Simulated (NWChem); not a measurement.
Ionisation of C2H5O

```xyz
8

C     -1.2102    -0.1722     0.2175
C      0.2089     0.2110     0.4242
O      1.0499    -0.0898    -0.6213
H     -1.7914    -0.0324     1.1502
H     -1.7163     0.4244    -0.5846
H     -1.2940    -1.2380    -0.0879
H      0.4716     1.0885     1.0457
H      1.9385     0.2432    -0.4025
```
Charge 0, spin multiplicity 2.

Everything below was run with NWChem. The geometry was optimised at UPBE/def2-SVP, a minimum by its harmonic frequencies. It is one conformer; others weren't searched.

Basis set: def2-SVPD. The species with one electron less has spin multiplicity 1 and keeps the geometry of the parent. Δ marks differences of total energies (open shells unrestricted). −ε marks an orbital energy of the parent. That orbital need not have the symmetry of the hole or added electron in the Δ rows. That singlet is a closed-shell solution.

B3LYP has NWChem's definition, with VWN1-RPA local correlation. The structure started from a generated list of species. No SCF solution was tested for a lower state. Open-shell Hartree-Fock references start from PBE0 orbitals.

Q: For the first vertical ionisation energy, ΔBHandHLYP gives 7.58 eV and −ε(alpha HOMO) of BHandHLYP gives 6.34 eV. What do ΔB3LYP, G0W0@HF, G0W0@PBE0 give?

A: ΔB3LYP: 7.51 eV; G0W0@HF: 7.88 eV; G0W0@PBE0: 6.87 eV.
